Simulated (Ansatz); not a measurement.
input.yaml

```yaml
crystal:
  periodic: [false, false, false]
  atoms:
    - { symbol: Cl, position_ang: [-1.8871, -2.3062, 0.7547] }
    - { symbol: Al, position_ang: [-0.976, -0.4929, -0.1643] }
    - { symbol: C, position_ang: [0.5575, 0.61, 0.0385] }
    - { symbol: O, position_ang: [0.3632, 0.3014, -1.2874] }
    - { symbol: H, position_ang: [1.11573, 0.38454, -1.92527] }
    - { symbol: H, position_ang: [0.4485, 1.7061, 0.2518] }
basis:
  gaussian: { orbitals: def2-SVP }
hamiltonian:
  xc: pbe0
relax:
  f_tol: 0.02
  max_steps: 50
```

Command:

```bash
$ ansatz run input.yaml --threads 1 --pin off --max-ram 2048MiB --backend cpu --events-out ev --progress --plain --runs-dir out
```

Hardware: 1 thread of Arm Neoverse V1, with other jobs on the host.

Q: Roughly how long does this run take, and how much memory?

A: 51 s, with a peak of 0.16 GiB, for 17 ionic steps.
